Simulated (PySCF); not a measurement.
Ionisation energy of Nd⁴⁴⁺ by level of theory

Nd⁴⁴⁺ [Ne] 3s2 3p4 [3p1/2^2 3p3/2^2, M_J = 2] → Nd⁴⁵⁺ [Ne] 3s2 3p3 [3p1/2^2 3p3/2^1, M_J = 3/2], as a difference of total energies. Calculation: PySCF 2.14, in an uncontracted even-tempered set (18 s from 10 bohr⁻², ratio 2.4; 14 p from 13 bohr⁻², ratio 2.4; 4 d from 49 bohr⁻², ratio 2.6; 4 f from 73 bohr⁻², ratio 2.6); the two-component X2C-1e Hamiltonian. Correlated levels: 1s2 frozen; the 54 highest virtual spinors dropped. "Screened" scales the spin-orbit matrix elements by Boettger's factors to mimic the two-electron term; Breit and QED terms are absent.

```tsv
method	ionisation energy (eV)
GHF (spin-free)	3594.6
GMP2 (spin-free)	3595.8
GHF (screened spin-orbit)	3568.9
GMP2 (screened spin-orbit)	3569.2
```

Breit and QED terms and the two-electron picture change are absent.

The spin-free rows relax to the high-spin LS determinant and lack the spin-orbit shift.

The labels give the starting determinants; with spin-orbit coupling the two ends relaxed to ⟨J²⟩ = 6.00, ⟨L²⟩ = 3.19, ⟨S²⟩ = 1.43 and ⟨J²⟩ = 3.75, ⟨L²⟩ = 2.44, ⟨S²⟩ = 1.55.

For comparison: 3567 ± 4 eV (theoretical estimate listed by NIST; NIST Atomic Spectra Database, ionization energies).
